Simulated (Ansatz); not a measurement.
## Ansatz (development build ahead of 0.2.0) run

```yaml
crystal:
  periodic: [false, false, false]
  atoms:
    - { symbol: Li, position_ang: [0.94169, 0.03196, -0.02789] }
    - { symbol: Li, position_ang: [-0.94343, 0.02795, -0.03171] }
    - { symbol: F, position_ang: [0.01418, 1.11676, 0.03574] }
    - { symbol: F, position_ang: [0.0033, -1.10938, -0.04099] }
basis:
  gaussian: { orbitals: "6-31G" }
hamiltonian:
  xc: hf
```

The input is written out in the form of the current development build from the run's settings.

Output:

| Item | Value |
| --- | --- |
| Converged | yes |
| Total energy | -213.87952 hartree |
| Spin squared of the determinant | 0.000 |

Caution: no unrestricted run beside it, a lower state can exist.
